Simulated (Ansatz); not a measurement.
Calculated with Ansatz (gas phase, PBE0-D4/def2-TZVP geometries, no zero-point term in ΔE). CCSD(T)/CBS adds triple-zeta CCSD(T) − MP2 to the extrapolated MP2 energy (def2 sets, frozen cores). DFT in def2-TZVPP. def2 core potentials past Kr. For Sn outer-core shells are correlated without core-valence functions, which leaves a few kJ/mol of doubt a bond. Each species was taken in one conformer, which may not be the lowest.

`[SiH3][Sn]([Cl])([Cl])[Cl]` + `C[NH][AlH][F]` → `C[N]([SiH3])[AlH][F]` + `[Cl][SnH]([Cl])[Cl]`  (cleavage of the Si–Sn bond)

```
             level  ΔE (kcal/mol)
           ωB97M-V           -1.6
CCSD(T)/def2-TZVPP           -1.9
```

What does CCSD(T)/CBS give? (An estimate is asked.)

Computed: -0.7 kcal/mol. The listed levels differ from it by -0.9, -1.2 kcal/mol.

Largest T1 diagnostic among the species: 0.012.

From PBE to PBE0 (25 % exact exchange), in def2-TZVPP and without D4, ΔE moves by −1.5 kcal/mol. In def2-TZVPP, CCSD(T) changes the Hartree–Fock value by +1.0 kcal/mol (the triples alone add +0.0 kcal/mol) and MP2 by +1.0 kcal/mol.
